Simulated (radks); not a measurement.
Values are calculated unless marked as measured or tabulated.
F2+, 7 electrons, occupied as 1s1 2s2 2p4 (not the ground configuration). Code: a radial shooting solver on a logarithmic mesh with Libxc functionals. Model: Dirac Kohn-Sham, BLYP, spin-unpolarised, spherical densities, point nucleus; open shells are shared between the two j in proportion to 2j + 1.

Normalised radial functions P(r) = r R(r) (large component), r in bohr:

```
   r/bohr * 2s1/2 (the largest magnitude, 1.11, reaches the edge; | marks zero)
  0.01014                             |  *
  0.01116                             |  *
  0.01239                             |   *
  0.01363                             |   *
  0.01513                             |    *
  0.01665                             |    *
  0.01848                             |    *
  0.02034                             |     *
  0.02257                             |     *
  0.02484                             |      *
  0.02757                             |      *
  0.03035                             |       *
  0.03367                             |       *
  0.03706                             |        *
  0.04113                             |         *
  0.04527                             |         *
  0.05023                             |          *
  0.05529                             |          *
  0.06135                             |           *
  0.06753                             |           *
  0.07494                             |           *
  0.08249                             |           *
  0.09153                             |           *
   0.1007                             |           *
   0.1118                             |           *
   0.1231                             |          *
   0.1365                             |         *
   0.1503                             |        *
   0.1668                             |       *
   0.1836                             |     *
   0.2037                             |  *
   0.2242                             |*
   0.2488                           * |
   0.2739                        *    |
   0.3039                     *       |
   0.3345                  *          |
   0.3712              *              |
   0.4086           *                 |
   0.4533        *                    |
    0.499      *                      |
   0.5537    *                        |
   0.6095   *                         |
   0.6763  *                          |
   0.7444  *                          |
    0.826   *                         |
   0.9093     *                       |
    1.009       *                     |
    1.111         *                   |
    1.232            *                |
    1.356               *             |
    1.505                  *          |
    1.657                    *        |
    1.838                       *     |
    2.024                        *    |
    2.245                          *  |
    2.472                           * |
    2.743                            *|
    3.019                            *|
```

2s1/2: eigenvalue -73.429 eV, 1 radial node at r = 0.233 bohr, <r> = 0.868 bohr, 90 % of the charge inside 1.37 bohr.
